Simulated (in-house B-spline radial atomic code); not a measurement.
A calculation on Ca7+: its settings, and results tabulated from the run. Method: non-relativistic LC-wPBE, spin-polarised, spherical fractional occupations, point nucleus. Calculated with a radial B-spline atomic code at the basis-set limit.

Command:
```bash
python run_scf.py task.json out
```
Settings:
```
Z                20
configuration    [Ne] 3s2 3p1
hamiltonian      nr
method           lc_wpbe
spin_polarised   True
```

Output (hartree, bohr):
```
 radial grid: 42 intervals, B-splines of order 8, outer radius 8.961 bohr

 iter        energy (Eh)    residual
    1        -654.712489    9.35e-01
    2        -660.122775    2.60e-01
    3        -660.470086    9.51e-02
    4        -660.519573    3.45e-02
    5        -660.526928    9.56e-03
    6        -660.527487    1.91e-04
    7        -660.527487    7.82e-06
    8        -660.527487    1.85e-07

 total energy                      -660.52749
 kinetic                             660.1317
 electron-nucleus                  -1499.5663
 Hartree                             210.8568
 exact exchange                       -2.7249
 exchange-correlation                -29.2247

 orbital      occ     eigenvalue          <r>       <r^2>       <1/r>     <1/r^3>       r_max
 1s up      1.000      -149.8037    0.0773426  0.00803129     19.5412           -      0.0508
 1s down    1.000      -149.7889    0.0773371  0.00803011     19.5423           -     0.05079
 2s up      1.000       -20.2334     0.364386    0.156966     4.03285           -      0.3009
 2s down    1.000       -20.2182     0.364225     0.15677     4.03324           -       0.301
 2p up      3.000       -17.4666     0.325606    0.130815     3.96308     186.114      0.2462
 2p down    3.000       -17.4466     0.325537    0.130704     3.96279     186.032      0.2464
 3s up      1.000        -6.0123       1.0254     1.19516     1.37612           -      0.9344
 3s down    1.000        -5.9057      1.02676     1.19974     1.37625           -       0.933
 3p up      1.000        -4.9870      1.05304     1.27613     1.29872     29.0269      0.9482
```

Cost of the run: 0.19 s on 1 thread of Arm Neoverse V1, on a shared host.

Caution: exact exchange at fractional occupations of open shells leaves self-interaction of up to several eV.
